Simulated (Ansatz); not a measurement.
CH2Li2, SMILES [CH2]([Li])[Li].

The structure is a stationary point at r2SCAN-D4/def2-TZVPD.

Two levels are set side by side: PBE/def2-TZVPD (Ansatz, a first-principles code) and PBE0/def2-TZVPD (Ansatz). Energy differences of separate SCF runs at the same geometry. Differences are taken from unrounded values.

```tsv
quantity	PBE
vertical singlet–triplet gap (eV)	1.04
```

### Question
These are the PBE values. What does PBE0 give? (An estimate is asked for; the answer gives what the named calculation found.)

### Answer

```json
[
 {"quantity": "vertical singlet–triplet gap (eV)", "PBE0": "0.93", "PBE minus PBE0": "0.11"}
]
```
